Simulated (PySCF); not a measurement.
## Functional dependence of a UV spectrum

Species: CH₃FOSi.
Z-matrix (Å and degrees, PBE0-D3(BJ)/def2-SVP geometry), rows numbered from 1:
```
O 
C   1  1.2073
Si  2  1.9207  1  117.29
F   3  1.6268  2  110.23  1   179.34
H   2  1.1251  1  120.62  3  -179.98
H   3  1.4867  2  108.34  1    60.12
H   3  1.4870  2  108.28  1   -61.46
```

Linear-response calculations in the def2-SVPD basis (PySCF; singlets by full response, triplets Tamm–Dancoff, core orbitals frozen in the response; HF means time-dependent Hartree–Fock). 'Strongest' is the level of largest summed f among the singlets computed (10 roots, of which the last may lack a degenerate partner); it can jump between rows when another state enters that window. S1 is the lowest singlet of each run and needn't be the same state throughout; f(S1) is that of one state. One conformer (not necessarily the lowest) at the PBE0-D3(BJ)/def2-SVP geometry, without solvent, vibrations or thermal averaging.

```
functional                               kind  S1 (eV)  f(S1)  strongest (eV)  T1 (eV)  HOMO (eV)  gap (eV)  ionisation energy, ΔSCF (eV)
       LDA                                LDA     3.00  0.001            6.63     2.39      -6.19      2.67                          9.92
     B3LYP  global hybrid, 20% exact exchange     3.21  0.001            7.32     2.53      -7.35      4.96                         10.03
      PBE0  global hybrid, 25% exact exchange     3.21  0.001            7.58     2.47      -7.56      5.43                          9.98
 BHandHLYP  global hybrid, 50% exact exchange     3.35  0.001            8.37     2.66      -9.03      8.11                         10.03
 CAM-B3LYP             range-separated hybrid     3.23  0.001            8.37     2.54      -8.99      8.08                         10.12
   wB97X-D             range-separated hybrid     3.25  0.001            8.56     2.60      -9.46      9.24                         10.07
   LC-wPBE             range-separated hybrid     3.22  0.001            9.02     2.48     -10.25     10.61                         10.17
        HF                       Hartree–Fock     3.59  0.001            9.76     2.87     -11.32     13.21                   not settled
```

Q: What does PBE (GGA) give?

A: S1 (eV) 3.09, f(S1) 0.001, strongest (eV) 6.60, T1 (eV) 2.38, HOMO (eV) -6.07, gap (eV) 2.80, ionisation energy, ΔSCF (eV) 9.76. S1 runs from 3.00 eV (LDA) to 3.59 eV (HF), a spread of 0.59 eV, while the orbital gap spreads over 10.5 eV. −ε(HOMO) comes closest to its own ΔSCF ionisation energy with LC-wPBE (+0.08 eV) and misses most with LDA (-3.73 eV). 'Not settled' means that the ion's SCF failed to converge or may have ended in another state than the lowest.
